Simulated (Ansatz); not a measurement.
The first iterations of a band of ClF3H3NTi (9 atoms, charge 0, multiplicity 1).

These are results of RKS PBE-D4/def2-SVP in Ansatz 0.2.0, not measurements.

| Property | Result |
| --- | --- |
| movable images | 7 |
| climbing image | yes |
| spring | 5.0 eV/Å² |
| optimiser | quadratic models (default) |
| start path | through a guess of the saddle point |
| force threshold | 0.5 eV/Å |
| iteration limit | 60 |
| end points | relaxed |

Image 0:

```xyz
9
Properties=species:S:1:pos:R:3
Ti -0.065 -0.020 0.039
Cl 0.241 -0.092 2.324
F 1.549 -0.167 -0.591
F -0.707 1.483 -0.597
N -0.843 -1.539 -0.681
H -1.852 -1.710 -0.619
H -0.359 -2.252 -1.238
F -2.274 -0.031 1.080
H -1.751 -0.087 1.889
```

Image 8:

```xyz
9
Properties=species:S:1:pos:R:3
Ti -0.520 0.351 -0.429
Cl -0.366 -1.561 2.700
F 1.212 0.541 -0.212
F -1.110 1.225 -1.822
N -0.927 -1.437 -0.673
H -1.443 -1.872 -1.446
H -0.682 -2.118 0.059
F -1.291 0.894 1.099
H -0.934 -0.438 2.330
```

| iteration | highest image above the first end (eV) | largest band force component (eV/Å) |
| --- | --- | --- |
| 1 | 29.175 | 162.168 |
| 2 | 8.663 | 42.346 |
| 3 | 4.568 | 22.015 |

**Question.** Does the band converge within its limit, and where does its top end?

**Answer.** It converged. It ended after 11 iterations with the highest image 0.263 eV above the first end. The threshold of 0.5 eV/Å is loose, so the images may lie well off the minimum-energy path. Another band between the same ends (7 images) ends at a top of the same energy, where a vibrational analysis finds 1 clearly imaginary mode. The orbitals stay closed-shell, which can raise the energy where a bond breaks towards radicals; this wasn't checked here.

Time of the run: 2.3 min on 4 threads of Arm Neoverse V1, on a shared host, peak memory 0.2 GiB.
